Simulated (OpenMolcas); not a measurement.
## Computed transition rates of Re I

| Item | Value |
| --- | --- |
| Program | OpenMolcas |
| Method | CASSCF |
| Basis | ANO-RCC-VQZP [9s8p6d4f3g2h] |
| Scalar Hamiltonian | DKH2, point nucleus |
| Active space | 7 electrons in 11 orbitals (5d 6s 6d) |
| State averaging | 2S+1 = 6 even, 6 roots; 2S+1 = 4 even, 17 roots kept (CI in the orbitals of an earlier block) |
| Spin-orbit coupling | RASSI with atomic mean-field integrals over the reference wave functions, term energies averaged over their components |

Rates come from the transition moments of the reference wave functions (E1 and E2 in the length form). At fixed line strength A goes as λ^-3 for E1 and M1 and as λ^-5 for E2, so a rate at the computed wavelength can be rescaled to the measured one. Measured vacuum wavelengths follow from level energies in NIST Handbook of Basic Atomic Spectroscopic Data. Branching counts decays inside the model space alone, at computed energies, and the table is only a selection of the E2 and M1 lines, drawn from those between levels with measured partners whose computed energy lies within a factor of 1.5 of the measured one.

```tsv
Upper	Lower	Type	λ computed (nm)	λ measured (nm)	A computed (s-1)	A rescaled (s-1)	Branching %
5d⁶ 6s ⁶D_3/2	5d⁵ 6s² ⁶S_5/2	M1	757.6	612.5	2.01e+00		86.8
5d⁶ 6s ⁶D_5/2	5d⁵ 6s² ⁶S_5/2	M1	791.1	634.1	1.07e+00		76.4
5d⁶ 6s ⁶D_1/2	5d⁵ 6s² ⁶S_5/2	E2	721.5	580.1	3.90e-01	1.16e+00	92.7
5d⁶ 6s ⁶D_7/2	5d⁶ 6s ⁶D_9/2	M1	4880	4061	3.23e-01	5.60e-01	57.0
5d⁶ 6s ⁶D_3/2	5d⁵ 6s² ⁶S_5/2	E2	757.6	612.5	2.92e-01	8.45e-01	12.6
5d⁶ 6s ⁶D_5/2	5d⁵ 6s² ⁶S_5/2	E2	791.1	634.1	2.44e-01	7.37e-01	17.4
5d⁶ 6s ⁶D_7/2	5d⁵ 6s² ⁶S_5/2	E2	868.5	703.4	1.64e-01	4.71e-01	29.0
5d⁶ 6s ⁶D_5/2	5d⁶ 6s ⁶D_7/2	M1	8877	6437	8.73e-02	2.29e-01	6.2
5d⁶ 6s ⁶D_7/2	5d⁵ 6s² ⁶S_5/2	M1	868.5	703.4	7.92e-02		14.0
5d⁶ 6s ⁶D_9/2	5d⁵ 6s² ⁶S_5/2	E2	1057	850.7	5.90e-02	1.75e-01	100.0
5d⁶ 6s ⁶D_1/2	5d⁶ 6s ⁶D_3/2	M1	15130	10980	3.06e-02	8.01e-02	7.3
5d⁶ 6s ⁶D_3/2	5d⁶ 6s ⁶D_5/2	M1	17920	17950	1.39e-02	1.38e-02	0.6
```

Spin-changing lines and M1 lines between different terms are not rescaled, since their strength hangs on the term gaps too.

The largest correction is for 5d⁶ 6s ⁶D_5/2 → 5d⁵ 6s² ⁶S_5/2 (E2): 2.44e-01 × (791.1 / 634.1)^5 = 7.37e-01 s-1, a factor of 3.02.

No measured rate stands beside these. Rescaling mends the energy factor alone: line strengths can still be far off where a level mixes with configurations outside the active space, and weak or spin-changing lines hang on small mixing coefficients that depend on the term gaps too, so rescaling need not improve them.

Without dynamic correlation excited terms often stand tens of per cent too high (terms of higher spin than the ground term too low), and those without a measured partner can miss by more than the paired ones. Active for correlation alone: 6d; no level in the range computed is led by a configuration that fills it, so any true level of that kind is missing. Computed and measured levels are paired by configuration, term and J; levels that our copy of the source lacks, or whose pairing is in doubt (as where it misses far off the trend of its configuration), stay unpaired. Only configurations of the active space appear.
